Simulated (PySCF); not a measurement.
# Orbital levels and atomic charges: B14P14H14

System: B14P14H14 (flake BP sheet).

Cartesian coordinates (Å):
```
  1 P     0.000    0.928   -0.002
  2 B    -1.601    1.851   -0.002
  3 P    -3.209    0.942   -0.002
  4 B    -3.202   -0.915    0.000
  5 P    -1.604   -1.839    0.001
  6 B     0.000   -0.918   -0.001
  7 P     4.701    3.666   -0.004
  8 B     3.174    4.630    0.001
  9 P     1.591    3.705    0.000
 10 B     1.601    1.851   -0.001
 11 P     3.210    0.942   -0.002
 12 B     4.789    1.859   -0.001
 13 P    -4.736   -1.908    0.008
 14 B    -4.831   -3.717   -0.001
 15 P    -3.228   -4.552    0.002
 16 B    -1.612   -3.693    0.001
 17 P     1.604   -1.839    0.001
 18 B     3.203   -0.915   -0.001
 19 P     4.736   -1.908    0.009
 20 B     1.612   -3.692    0.000
 21 P     3.228   -4.552    0.009
 22 B     4.831   -3.717   -0.004
 23 B     0.000    4.603    0.000
 24 P    -1.591    3.705   -0.001
 25 P     0.000   -4.547    0.001
 26 B    -3.175    4.630    0.001
 27 P    -4.702    3.665   -0.002
 28 B    -4.789    1.858    0.001
 29 H     5.893    4.353   -0.001
 30 H     3.185    5.801    0.003
 31 H     5.818    1.298   -0.001
 32 H    -5.923   -1.218   -0.003
 33 H    -5.845   -4.297   -0.002
 34 H    -3.194   -5.926    0.001
 35 H     5.924   -1.217   -0.006
 36 H     3.193   -5.926   -0.006
 37 H     5.845   -4.297   -0.006
 38 H     0.000    5.777    0.001
 39 H     0.000   -5.921    0.001
 40 H    -3.186    5.801    0.002
 41 H    -5.894    4.352    0.004
 42 H    -5.818    1.297    0.003
```

Method: PBE0/6-31G*, gas phase, PySCF, fitting set def2-universal-JFIT up to Ne and JKFIT beyond, grid level 1.

(1) Give the orbital energies near the gap.

(2) Give the partial charges of the non-hydrogen atoms.

## Answers

(1) 
| orbital | eV |
| --- | --- |
| HOMO-4 | -6.76 |
| HOMO-3 | -6.60 |
| HOMO-2 | -6.50 |
| HOMO-1 | -6.21 |
| HOMO | -5.59 |
| LUMO | -2.78 |
| LUMO+1 | -2.19 |
| LUMO+2 | -1.92 |
| LUMO+3 | -1.92 |

(2) 
```tsv
atom	Mulliken	IAO	Hirshfeld
P1	0.21	0.49	0.04
B2	-0.23	-0.51	-0.06
P3	0.18	0.48	0.04
B4	-0.17	-0.51	-0.05
P5	0.21	0.50	0.05
B6	-0.22	-0.50	-0.05
P7	-0.01	0.39	0.06
B8	-0.11	-0.42	-0.02
P9	0.13	0.48	0.05
B10	-0.23	-0.51	-0.06
P11	0.18	0.48	0.04
B12	-0.11	-0.43	-0.03
P13	0.01	0.38	0.05
B14	-0.11	-0.45	-0.04
P15	0.01	0.37	0.04
B16	-0.15	-0.53	-0.06
P17	0.21	0.50	0.05
B18	-0.17	-0.51	-0.05
P19	0.01	0.38	0.05
B20	-0.15	-0.53	-0.06
P21	0.01	0.37	0.04
B22	-0.11	-0.45	-0.04
B23	-0.11	-0.38	-0.01
P24	0.13	0.48	0.05
P25	0.03	0.36	0.03
B26	-0.11	-0.42	-0.02
P27	-0.01	0.39	0.06
B28	-0.11	-0.43	-0.03
```
